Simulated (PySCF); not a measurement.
Structure problem from calculated spectra and properties.

Formula: C3BN3S3.

- Polarisability: 165.3 au [CAM-B3LYP/def2-SVPD]
- Rotational structure: rotational constants A, B, C: 0.508, 0.499, 0.252 GHz [PBE0-D3(BJ)/def2-SVP]
- Dipole: 0.01 D [CAM-B3LYP/def2-SVPD]
- 13C NMR: chemical shifts (computed TMS as zero) by class: 142.0 (3 C) ppm [GIAO B3LYP/pcSseg-1]
- UV, first state: lowest singlet excitation: 3.63 eV (342 nm, f = 0.000) [TDDFT CAM-B3LYP/def2-SVPD]
- Triplet: lowest triplet excitation (Tamm–Dancoff): 3.49 eV [TDA CAM-B3LYP/def2-SVPD]
- NMR, other nuclei: isotropic shieldings of nuclei other than C and H, by class: 107 (1 B), 115 (3 N), 664 (3 S) ppm [GIAO B3LYP/pcSseg-1]

Electronic properties: PySCF, gas phase, density fitting. Levels stand in brackets. Isolated species at its PBE0-D3(BJ)/def2-SVP geometry, gas phase. Each NMR value is the plain mean over a class of atoms that symmetry, rotation or inversion makes alike.

Problem. Give a SMILES that accounts for the data.

Solution. 3 carbons fall into 1 class: carbon bonded to N and S (142.0 ppm, 3 C). The other shieldings belong to: 107 ppm, boron bonded to 3 N; 115 ppm, nitrogen bonded to B and C; 664 ppm, sulfur bonded to C. By its constants the optimised geometry is a nearly oblate symmetric top. Structure: `S=C=NB(N=C=S)N=C=S` (B(NCS)3). The assignments are read from this structure; whether some other isomer fits the data as well wasn't checked.
